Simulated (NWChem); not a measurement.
# C₃H₈BF; SMILES CC(C)BF

```xyz
13

B     -0.7355     0.9026    -0.0007
F     -0.0250     1.9910    -0.2663
H     -1.9420     1.0425     0.0262
C     -0.0243    -0.4549     0.3224
C      1.4501    -0.5114    -0.0689
C     -0.8196    -1.6682    -0.1640
H     -0.0869    -0.4537     1.4359
H      1.9346    -1.4247     0.3125
H      1.5680    -0.5133    -1.1649
H      2.0098     0.3537     0.3167
H     -1.8731    -1.6218     0.1522
H     -0.3949    -2.6092     0.2212
H     -0.8093    -1.7350    -1.2644
```
Atoms are numbered in this order, from 1.

All runs: NWChem. Pople sets run with spherical d functions. STO-3G and 3-21G are far too small for this property and stand as cheap habits. All runs use the structure optimised with PBE0/def2-SVP. No frequency run checked for a minimum. B3LYP is NWChem's, with the RPA form of VWN correlation. Field at 589 nm.

```
level           isotropic polarisability (bohr³)  anisotropy (bohr³)
--------------  --------------------------------  ------------------
B3LYP/STO-3G                                23.2                 6.1
B3LYP/6-31G*                                   ?                 8.7
B3LYP/def2-SVP                              46.4                 8.8
```

Problem. Fill in the missing entries.

Solution. 
- B3LYP/6-31G*, isotropic polarisability (bohr³): 44.4
